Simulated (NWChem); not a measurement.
# ZrCl2F2; SMILES [F][Zr]([F])([Cl])[Cl]

def2 effective core potentials on Zr; no spin-orbit coupling.

Q: Give the equilibrium geometry at PBE0/def2-SVP with def2 effective core potentials on Zr (NWChem) as a list of bonds and angles, with the point group.

A: point group C2v; any orientation.
Bonded distances (Å): Zr1–F2 1.884, Zr1–F3 1.884, Zr1–Cl4 2.336, Zr1–Cl5 2.336. Bond angles (°): F2–Zr1–F3 108.5, F2–Zr1–Cl4 109.5, F2–Zr1–Cl5 109.5, F3–Zr1–Cl4 109.5, F3–Zr1–Cl5 109.5, Cl4–Zr1–Cl5 110.4.
